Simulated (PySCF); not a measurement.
H₃B₃O₃, triplet, at a GFN2-xTB geometry (a higher spin typed on purpose: for a closed-shell molecule this is an excited state); CCSD(T)/STO-3G run with PySCF.

PySCF was given this input:
```python
from pyscf import gto, scf, cc

mol = gto.M(
    atom='''
B    -0.579297    1.234690    0.548000
O    -1.391448   -0.011194    0.253351
B    -0.712762   -1.079500   -0.103568
O     0.612727   -1.178703   -0.332190
B     1.379527    0.029749   -0.325058
O     0.727033    1.071838    0.119027
H    -1.172806    2.106937   -0.042589
H    -1.347548   -2.079495   -0.215197
H     2.496513   -0.007675   -0.660589
''',
    basis='sto-3g',
    charge=0,
    spin=2,
    verbose=4,
)

mf = scf.UHF(mol)
mf.kernel()

mycc = cc.CCSD(mf, frozen=6)
mycc.kernel()
et = mycc.ccsd_t()
print('E(CCSD(T)) = %.10f' % (mycc.e_tot + et))
```

Predict the main parts of the log of this PySCF run.


```
PySCF version 2.14.0

[INPUT] verbose = 4
[INPUT] num. atoms = 9
[INPUT] num. electrons = 42
[INPUT] charge = 0
[INPUT] spin (= nelec alpha-beta = 2S) = 2
[INPUT] symmetry False subgroup None
[INPUT] Mole.unit = angstrom
[INPUT] Symbol           X                Y                Z      unit          X                Y                Z       unit  Magmom
[INPUT]  1 B     -0.579297000000   1.234690000000   0.548000000000 AA   -1.094712674782   2.333225948739   1.035569916262 Bohr   0.0
[INPUT]  2 O     -1.391448000000  -0.011194000000   0.253351000000 AA   -2.629455636574  -0.021153594238   0.478764003385 Bohr   0.0
[INPUT]  3 B     -0.712762000000  -1.079500000000  -0.103568000000 AA   -1.346924971997  -2.039959351468  -0.195715155269 Bohr   0.0
[INPUT]  4 O      0.612727000000  -1.178703000000  -0.332190000000 AA    1.157886219126  -2.227425852203  -0.627748121319 Bohr   0.0
[INPUT]  5 B      1.379527000000   0.029749000000  -0.325058000000 AA    2.606928211443   0.056217462480  -0.614270594599 Bohr   0.0
[INPUT]  6 O      0.727033000000   1.071838000000   0.119027000000 AA    1.373893253521   2.025480269902   0.224928431429 Bohr   0.0
[INPUT]  7 H     -1.172806000000   2.106937000000  -0.042589000000 AA   -2.216282137247   3.981533891713  -0.080481545919 Bohr   0.0
[INPUT]  8 H     -1.347548000000  -2.079495000000  -0.215197000000 AA   -2.546496659705  -3.929676027402  -0.406663392828 Bohr   0.0
[INPUT]  9 H      2.496513000000  -0.007675000000  -0.660589000000 AA    4.717725836416  -0.014503648006  -1.248332290900 Bohr   0.0

nuclear repulsion = 201.361099889617
number of shells = 21
number of NR pGTOs = 99
number of NR cGTOs = 33
basis = sto-3g
ecp = {}

******** <class 'pyscf.scf.uhf.UHF'> ********
method = UHF
initial guess = minao
damping factor = 0
level_shift factor = 0
DIIS = <class 'pyscf.scf.diis.CDIIS'>
diis_start_cycle = 1
diis_space = 8
diis_damp = 0
SCF conv_tol = 1e-09
SCF conv_tol_grad = None
SCF max_cycles = 50
direct_scf = True
direct_scf_tol = 1e-13
number electrons alpha = 22  beta = 20
Set gradient conv threshold to 3.16228e-05
init E= -298.04891993428

cycle= 1 E= -296.281207715089  delta_E= 1.77  |g|= 0.473  |ddm|= 2.86
cycle= 2 E= -296.448577197572  delta_E= -0.167  |g|= 0.213  |ddm|= 0.85
cycle= 3 E= -296.477832675526  delta_E= -0.0293  |g|= 0.059  |ddm|= 0.269
cycle= 4 E= -296.486068847  delta_E= -0.00824  |g|= 0.0419  |ddm|= 0.158
cycle= 5 E= -296.489890299724  delta_E= -0.00382  |g|= 0.0281  |ddm|= 0.0932
cycle= 6 E= -296.49496556817  delta_E= -0.00508  |g|= 0.0215  |ddm|= 0.168
cycle= 7 E= -296.497235531847  delta_E= -0.00227  |g|= 0.0195  |ddm|= 0.0906
cycle= 8 E= -296.500246339088  delta_E= -0.00301  |g|= 0.0219  |ddm|= 0.125
cycle= 9 E= -296.498888789194  delta_E= 0.00136  |g|= 0.0214  |ddm|= 0.0565
cycle= 10 E= -296.494047137393  delta_E= 0.00484  |g|= 0.0188  |ddm|= 0.258
cycle= 11 E= -296.494329253329  delta_E= -0.000282  |g|= 0.0162  |ddm|= 0.0202
cycle= 12 E= -296.493920186514  delta_E= 0.000409  |g|= 0.0109  |ddm|= 0.167
cycle= 13 E= -296.494302000582  delta_E= -0.000382  |g|= 0.00649  |ddm|= 0.11
cycle= 14 E= -296.494507067811  delta_E= -0.000205  |g|= 0.00362  |ddm|= 0.0449
cycle= 15 E= -296.49458407574  delta_E= -7.7e-05  |g|= 0.00347  |ddm|= 0.029
cycle= 16 E= -296.494631003441  delta_E= -4.69e-05  |g|= 0.00305  |ddm|= 0.0126
cycle= 17 E= -296.494742292913  delta_E= -0.000111  |g|= 0.00267  |ddm|= 0.0345
cycle= 18 E= -296.49486290044  delta_E= -0.000121  |g|= 0.00204  |ddm|= 0.045
cycle= 19 E= -296.494978574775  delta_E= -0.000116  |g|= 0.00137  |ddm|= 0.0643
cycle= 20 E= -296.495005161239  delta_E= -2.66e-05  |g|= 0.00091  |ddm|= 0.0287
cycle= 21 E= -296.495012186434  delta_E= -7.03e-06  |g|= 0.000642  |ddm|= 0.0131
cycle= 22 E= -296.495015508374  delta_E= -3.32e-06  |g|= 0.000506  |ddm|= 0.00972
cycle= 23 E= -296.495016989239  delta_E= -1.48e-06  |g|= 0.000425  |ddm|= 0.00649
cycle= 24 E= -296.495018508528  delta_E= -1.52e-06  |g|= 0.000228  |ddm|= 0.00705
cycle= 25 E= -296.49501869278  delta_E= -1.84e-07  |g|= 0.000164  |ddm|= 0.00264
cycle= 26 E= -296.49501883794  delta_E= -1.45e-07  |g|= 8.17e-05  |ddm|= 0.00239
cycle= 27 E= -296.495018850654  delta_E= -1.27e-08  |g|= 4.24e-05  |ddm|= 0.000776
cycle= 28 E= -296.495018867656  delta_E= -1.7e-08  |g|= 2.16e-05  |ddm|= 0.000538
cycle= 29 E= -296.495018871842  delta_E= -4.19e-09  |g|= 1.56e-05  |ddm|= 0.000206
cycle= 30 E= -296.495018874053  delta_E= -2.21e-09  |g|= 1.11e-05  |ddm|= 0.000199
cycle= 31 E= -296.495018875215  delta_E= -1.16e-09  |g|= 9.8e-06  |ddm|= 0.000114
cycle= 32 E= -296.495018876041  delta_E= -8.26e-10  |g|= 6.51e-06  |ddm|= 0.000201
Extra cycle  E= -296.49501887618  delta_E= -1.4e-10  |g|= 6.22e-06  |ddm|= 1.79e-05
converged SCF energy = -296.49501887618  <S^2> = 2.026747  2S+1 = 3.0177787

******** <class 'pyscf.cc.uccsd.UCCSD'> ********
CC2 = 0
CCSD nocc = (np.int64(16), np.int64(14)), nmo = (27, 27)
frozen orbitals 6
max_cycle = 50
direct = 0
conv_tol = 1e-07
conv_tol_normt = 1e-06
diis_space = 6
diis_start_cycle = 0
diis_start_energy_diff = 1e+09
Init t2, MP2 energy = -0.252070272251353
Init E_corr(UCCSD) = -0.252070272322075
cycle = 1  E_corr(UCCSD) = -0.268947377583098  dE = -0.0168771053  norm(t1,t2) = 0.147815
cycle = 2  E_corr(UCCSD) = -0.289244025742644  dE = -0.0202966482  norm(t1,t2) = 0.05725
cycle = 3  E_corr(UCCSD) = -0.294096844833929  dE = -0.00485281909  norm(t1,t2) = 0.0409716
cycle = 4  E_corr(UCCSD) = -0.301602517260245  dE = -0.00750567243  norm(t1,t2) = 0.0250196
cycle = 5  E_corr(UCCSD) = -0.301488136079282  dE = 0.000114381181  norm(t1,t2) = 0.0154945
cycle = 6  E_corr(UCCSD) = -0.301684402339034  dE = -0.00019626626  norm(t1,t2) = 0.0117437
cycle = 7  E_corr(UCCSD) = -0.302459414619587  dE = -0.000775012281  norm(t1,t2) = 0.0102542
cycle = 8  E_corr(UCCSD) = -0.302935751138139  dE = -0.000476336519  norm(t1,t2) = 0.00875194
cycle = 9  E_corr(UCCSD) = -0.303448861817264  dE = -0.000513110679  norm(t1,t2) = 0.00752559
cycle = 10  E_corr(UCCSD) = -0.303822276417073  dE = -0.0003734146  norm(t1,t2) = 0.00573978
cycle = 11  E_corr(UCCSD) = -0.304066439104744  dE = -0.000244162688  norm(t1,t2) = 0.00440421
cycle = 12  E_corr(UCCSD) = -0.304217060848232  dE = -0.000150621743  norm(t1,t2) = 0.0034556
cycle = 13  E_corr(UCCSD) = -0.304364661571704  dE = -0.000147600723  norm(t1,t2) = 0.00257086
cycle = 14  E_corr(UCCSD) = -0.304444399282128  dE = -7.97377104e-05  norm(t1,t2) = 0.00221978
cycle = 15  E_corr(UCCSD) = -0.304457619439193  dE = -1.32201571e-05  norm(t1,t2) = 0.00178898
cycle = 16  E_corr(UCCSD) = -0.30445983196731  dE = -2.21252812e-06  norm(t1,t2) = 0.00143465
cycle = 17  E_corr(UCCSD) = -0.304457669043822  dE = 2.16292349e-06  norm(t1,t2) = 0.000800893
cycle = 18  E_corr(UCCSD) = -0.304451671788332  dE = 5.99725549e-06  norm(t1,t2) = 0.000484991
cycle = 19  E_corr(UCCSD) = -0.304444560549349  dE = 7.11123898e-06  norm(t1,t2) = 0.000348462
cycle = 20  E_corr(UCCSD) = -0.304435756227794  dE = 8.80432156e-06  norm(t1,t2) = 0.00022072
cycle = 21  E_corr(UCCSD) = -0.304426210367488  dE = 9.54586031e-06  norm(t1,t2) = 0.000161099
cycle = 22  E_corr(UCCSD) = -0.304418873916486  dE = 7.336451e-06  norm(t1,t2) = 0.000114065
cycle = 23  E_corr(UCCSD) = -0.304418492149067  dE = 3.81767419e-07  norm(t1,t2) = 6.62016e-05
cycle = 24  E_corr(UCCSD) = -0.304417616053114  dE = 8.76095953e-07  norm(t1,t2) = 4.09993e-05
cycle = 25  E_corr(UCCSD) = -0.304416635913058  dE = 9.80140056e-07  norm(t1,t2) = 2.44949e-05
cycle = 26  E_corr(UCCSD) = -0.304414555581439  dE = 2.08033162e-06  norm(t1,t2) = 1.91783e-05
cycle = 27  E_corr(UCCSD) = -0.304412951073349  dE = 1.60450809e-06  norm(t1,t2) = 1.39768e-05
cycle = 28  E_corr(UCCSD) = -0.304412366790521  dE = 5.84282828e-07  norm(t1,t2) = 9.07089e-06
cycle = 29  E_corr(UCCSD) = -0.304412188127449  dE = 1.78663072e-07  norm(t1,t2) = 5.67486e-06
cycle = 30  E_corr(UCCSD) = -0.304412125010323  dE = 6.31171265e-08  norm(t1,t2) = 3.35101e-06
cycle = 31  E_corr(UCCSD) = -0.304412083161455  dE = 4.18488674e-08  norm(t1,t2) = 2.26299e-06
cycle = 32  E_corr(UCCSD) = -0.304412074799783  dE = 8.36167235e-09  norm(t1,t2) = 1.75918e-06
cycle = 33  E_corr(UCCSD) = -0.304412123413453  dE = -4.86136697e-08  norm(t1,t2) = 1.105e-06
cycle = 34  E_corr(UCCSD) = -0.304412165903304  dE = -4.24898509e-08  norm(t1,t2) = 6.17325e-07
UCCSD converged
E(UCCSD) = -296.7994310420835  E_corr = -0.3044121659033037
UCCSD(T) correction = -0.01957130829101
E(CCSD(T)) = -296.8190023504
```
